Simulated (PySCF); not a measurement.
Dipole moment and polarisability of `C[Si@@H](O)C=O`

Compound: C2H6O2Si.
Cartesian coordinates in Å at the GFN2-xTB level; atoms count from 1:
```
atom  x, y, z in Å
C1    -1.0925    0.6860   -0.9571
Si2   -0.0715    0.2037    0.5640
O3    -0.7919   -1.0232    1.3421
C4     1.6544   -0.4372    0.0125
O5     2.0454   -1.5322    0.3441
H6    -2.0980    0.9706   -0.6636
H7    -1.1777   -0.1361   -1.6631
H8    -0.6513    1.5288   -1.4801
H9     0.1508    1.3259    1.4787
H10   -0.2760   -1.7832    1.6091
H11    2.3137    0.1994   -0.6125
```

Level: PBE0/def2-SVPD (PySCF), static field, nuclei fixed, core orbitals frozen in the response. The polarisability tensor in these axes (au):

```
x   60.44 -5.69  0.80
y   -5.69 57.59 -4.42
z    0.80 -4.42 53.58
```

Q: Give the principal values, the mean and the anisotropy Δα = √{½[(α1 − α2)² + (α2 − α3)² + (α1 − α3)²]}.

A: Principal values 49.99, 55.77 and 65.85 au; mean 57.20 au = 8.48 Å³ = 9.43 × 10⁻⁴⁰ C²·m²/J; Δα = 13.90 au (24 % of the mean).

Q: What is the dipole moment, and where does it point?

A: (-0.41, 1.72, -1.00) D, 2.03 D in size, pointing from the negative to the positive side. Measured along this direction, the outermost atoms are H10 at the negative end and H8 at the positive end.

Q: Traceless (Buckingham) quadrupole moment about the centre of nuclear charge: eigenvalues?

A: -7.04, 2.04, 5.00 D·Å. The values depend on the origin, since the dipole doesn't vanish. The electronic extent ⟨r²⟩ about the same centre is 582 bohr², a root-mean-square distance of 1.84 Å for the 48 electrons.

Q: Estimate the molar refractivity from the static electronic polarisability.

A: Lorentz–Lorenz: R = (4π/3)N_A α = 2.5225 cm³/(mol·Å³) × 8.48 Å³ = 21.4 cm³/mol, in the limit of long wavelengths.

Q: What would n − 1 = 2πNα be for an ideal gas of these molecules at 298.15 K and 1 atm, electronic part alone?

A: N = p/kT = 2.4615 × 10¹⁹ cm⁻³, so n − 1 = 2π × N × 8.48 × 10⁻²⁴ cm³ = 1311 × 10⁻⁶ at long wavelengths.

Q: Find the Langevin capture rate constant for H3+ (3.023 u) meeting this molecule (90.014 u), k = 2.342 × 10⁻⁹ cm³/s × √(α in Å³ / reduced mass in u).

A: The reduced mass is 2.93 u, so k = 3.99 × 10⁻⁹ cm³/s. The formula leaves out the permanent dipole, which adds to the capture rate.

Q: What depolarisation ratio follows for Rayleigh scattering of linearly polarised light, taking the static tensor?

A: ρ = 3Δα²/(45ᾱ² + 4Δα²) = 579.4/(147245 + 772.6) = 0.00391.

The structure is a single GFN2-xTB conformer in the gas phase; no vibrational or solvent corrections.

These values come from a run that also computed excited states. On an Arm Neoverse N1 with one thread, no GPU (shared host), this took 29 s wall and 0.66 GiB of memory at its peak.
